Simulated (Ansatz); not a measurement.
`C[N](C)[In]([SH])[N](C)C` + `CCCC=O` → `C[N](C)[InH][SH]` + `CCCC(=O)N(C)C`  (formal exchange of groups at the In–N bond)

Calculated with Ansatz (gas phase, PBE0-D4/def2-TZVP geometries, no zero-point term in ΔE). CBS: MP2 limit from def2 TZ/QZ plus the TZ coupled-cluster correction, frozen cores. Functionals use def2-TZVPP. def2 core potentials past Kr. For In outer-core shells are correlated without core-valence functions, which leaves a few kJ/mol of doubt a bond. One conformer a species, not always the lowest.

Question: Is it downhill or uphill in electronic energy at CCSD(T)/CBS, and by how much? (An estimate is asked.)

Answer: Computed: Downhill: ΔE = -0.49 eV.

Question: What do these levels give: PBE-D4, r2SCAN-D4, PBE0-D4, ωB97X-V, B2PLYP, PBE, r2SCAN, MP2/def2-TZVPP, CCSD/def2-TZVPP, HF/CBS(def2), MP2/CBS(def2), CCSD/CBS(def2)? (Best estimate.)

Answer: Ansatz gave: PBE-D4 -0.74, r2SCAN-D4 -0.77, PBE0-D4 -0.75, ωB97X-V -0.67, B2PLYP -0.61, PBE -0.75, r2SCAN -0.77, MP2/def2-TZVPP -0.52, CCSD/def2-TZVPP -0.53, HF/CBS(def2) -0.60, MP2/CBS(def2) -0.47, CCSD/CBS(def2) -0.48 eV.

Largest T1 diagnostic among the species: 0.015.

In def2-TZVPP, CCSD(T) changes the Hartree–Fock value by +0.07 eV (the triples alone add −0.01 eV) and MP2 by +0.10 eV.
